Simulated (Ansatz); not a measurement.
Start from `NC(Cl)=[Se]` and change one atom or group to get `FC(Cl)=[Se]`.

Ansatz, PBE0-D4/def2-TZVP geometries, multiplicity 1. Each molecule was computed in one conformer, which needn't be the lowest.

Scalar relativity is left out up to krypton.

| property | `NC(Cl)=[Se]` |
| --- | --- |
| LUMO energy (PBE0/def2-TZVPP) / eV | -1.56 |
| size of the dipole moment (PBE/def2-TZVPP) / D | 3.93 |
| HOMO–LUMO gap (PBE/def2-TZVPP) / eV | 2.80 |
| size of the dipole moment (B3LYP/def2-TZVPP) / D | 4.01 |
| LUMO energy (ωB97M-V/def2-TZVPP) / eV | 0.52 |
| zero-point energy (PBE0-D4/def2-TZVP) / kJ/mol | 89.8 |

(1) Give the same properties after the change, and the shifts. (Estimate.)

Results:

(1) Computed: 
```json
{"property": "LUMO energy (PBE0/def2-TZVPP) / eV", "`FC(Cl)=[Se]`": "-2.76", "shift": "-1.20"}
{"property": "size of the dipole moment (PBE/def2-TZVPP) / D", "`FC(Cl)=[Se]`": "0.78", "shift": "-3.15"}
{"property": "HOMO–LUMO gap (PBE/def2-TZVPP) / eV", "`FC(Cl)=[Se]`": "2.42", "shift": "-0.38"}
{"property": "size of the dipole moment (B3LYP/def2-TZVPP) / D", "`FC(Cl)=[Se]`": "0.78", "shift": "-3.23"}
{"property": "LUMO energy (ωB97M-V/def2-TZVPP) / eV", "`FC(Cl)=[Se]`": "-0.64", "shift": "-1.16"}
{"property": "zero-point energy (PBE0-D4/def2-TZVP) / kJ/mol", "`FC(Cl)=[Se]`": "23.7", "shift": "-66.1"}
```

With PBE0 the HOMO falls by 0.87 eV and the LUMO falls by 1.20 eV, so the gap narrows by about 0.33 eV. PBE moves the HOMO by -0.78 eV and ωB97M-V by -0.91 eV. The zero-point energy changes by -66.1 kJ/mol with -6 modes. Dipoles are sizes alone; their direction can turn.

B3LYP here is the variant with VWN-RPA as its local correlation; programs differ in this.

Spin–orbit coupling is left out; it splits and shifts lone-pair levels of the heavy atoms by tenths of an eV.
